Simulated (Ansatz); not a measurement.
Cost and result for the atomization energy of CH2FGaO (6 atoms, 5 bonds).

| atom | x (Å) | y (Å) | z (Å) |
| --- | --- | --- | --- |
| F1 | 1.344 | -0.160 | -0.136 |
| C2 | 0.103 | 0.500 | -0.098 |
| O3 | -0.883 | -0.377 | 0.172 |
| Ga4 | -0.744 | -2.195 | 0.467 |
| H5 | 0.198 | 1.267 | 0.681 |
| H6 | -0.017 | 0.965 | -1.085 |

Charge 0, multiplicity 1. Correlated methods include outer-core shells of Ga, which these sets cover unevenly. Scalar relativity is left out up to krypton. The bonds changed during the relaxation, so this is another structure than the one it started from. All single points use the PBE0-D4/def2-TZVP geometry. Program: Ansatz. All runs use 2 threads of an Arm Neoverse V1 on a shared host. Times are those of one run each, without the atoms' runs, and a repeat can differ threefold. Electronic energies, without spin–orbit coupling; frozen cores. CCSD(T)/CBS adds CCSD(T) − MP2 in def2-TZVPP to the MP2 limit, and its time is that of the two runs behind it. T1 = 0.015. With those shells the extrapolation isn't a true limit.

CCSD(T)/CBS is a level of theory with its own doubt, some kJ/mol a heavy atom from the limit and from the frozen cores, so smaller differences don't rank the functionals.

| level | functions | wall time | atomization (kcal/mol) | difference from CCSD(T)/CBS | per bond |
| --- | --- | --- | --- | --- | --- |
| BLYP-D4/def2-TZVPP | 169 | 1.9 s | 524.4 | 2.9 | 0.6 |
| revPBE-D4/def2-TZVPP | 169 | 2 s | 519.6 | -1.9 | -0.4 |
| PBE-D4/def2-TZVPP (with forces) | 169 | 2.4 s | 537.8 | 16.3 | 3.3 |
| CAM-B3LYP-D4/def2-TZVPP | 169 | 3.2 s | 523.0 | 1.5 | 0.3 |
| CCSD(T)/def2-SVP | 84 | 4.2 s | 491.1 | -30.4 | -6.1 |
| r2SCAN-D4/def2-TZVPP (with forces) | 169 | 4.7 s | 521.8 | 0.3 | 0.1 |
| r2SCANh-D4/def2-TZVPP | 169 | 5.5 s | 515.2 | -6.3 | -1.2 |
| PBE-QIDH/def2-TZVPP | 169 | 5.5 s | 513.6 | -7.9 | -1.6 |
| B97M-V/def2-TZVPP | 169 | 9.5 s | 518.6 | -2.9 | -0.6 |
| ωB97M-V/def2-TZVPP (with forces) | 169 | 11 s | 520.8 | -0.7 | -0.1 |
| MP2/def2-QZVPP | 320 | 17 s | 532.8 | 11.3 | 2.3 |
| CCSD(T)/def2-TZVPP | 169 | 66 s | 506.0 | -15.5 | -3.1 |
| CCSD(T)/CBS(def2) | – | 83 s | 521.5 | 0.0 | 0.0 |

From BLYP to BHLYP (50 % exact exchange), in def2-TZVPP and without D4, the atomization energy moves by −28.8 kcal/mol: exact exchange takes away binding that semilocal exchange gives to molecules. The D4 term adds +4.2 kcal/mol with B3LYP and +2.1 kcal/mol with PBE0; it sums over pairs of atoms, weighted by their polarisabilities, and B3LYP, whose exchange is more repulsive, gets the larger term. In def2-TZVPP, CCSD(T) changes the Hartree–Fock value by +150.7 kcal/mol (the triples alone add +10.6 kcal/mol) and MP2 by +168.4 kcal/mol; breaking electron pairs costs correlation energy, which Hartree–Fock lacks.

B3LYP here is the variant with VWN-RPA as its local correlation; programs differ in this.
